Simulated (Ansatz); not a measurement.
Isolated molecules relaxed with PBE0-D4/def2-TZVP in Ansatz; ΔE leaves out vibrations. CBS: MP2 limit from def2 TZ/QZ plus the TZ coupled-cluster correction, frozen cores. This one scheme is used for every species. DFT in def2-TZVPP. B3LYP here is the variant with VWN-RPA as its local correlation; programs differ in this. One conformer a species, not always the lowest.

Reaction (formal exchange of groups at the Al–Si bond): `C[SiH2][AlH][O][SiH3]` + CH₄ → `[CH3][AlH][O][SiH3]` + `C[SiH3]`

```
             level  ΔE (kJ/mol)  difference from CCSD(T)/CBS
            PBE-D4         15.3                         12.7
         r2SCAN-D4          4.4                          1.8
           PBE0-D4         12.0                          9.4
           ωB97M-V         -4.7                         -7.3
            B2PLYP         -1.8                         -4.4
            r2SCAN          3.1                          0.5
              PBE0          8.4                          5.8
             B3LYP         -0.8                         -3.4
     HF/def2-TZVPP         -7.0                         -9.6
SCS-MP2/def2-TZVPP         -3.7                         -6.3
   CCSD/def2-TZVPP          1.1                         -1.5
CCSD(T)/def2-TZVPP          2.9                          0.3
    MP2/def2-QZVPP         -3.9                         -6.5
SCS-MP2/def2-QZVPP         -4.2                         -6.8
     MP2/CBS(def2)         -3.7                         -6.3
    CCSD/CBS(def2)          0.8                         -1.8
       CCSD(T)/CBS          2.6                            0
```

Largest T1 diagnostic among the species: 0.012.

From PBE to PBE0 (25 % exact exchange), in def2-TZVPP and without D4, ΔE moves by −3.3 kJ/mol. The D4 term adds +5.5 kJ/mol with B3LYP and +3.6 kJ/mol with PBE0; it sums over pairs of atoms, weighted by their polarisabilities, and B3LYP, whose exchange is more repulsive, gets the larger term. In def2-TZVPP, CCSD(T) changes the Hartree–Fock value by +9.8 kJ/mol (the triples alone add +1.8 kJ/mol) and MP2 by +3.6 kJ/mol.
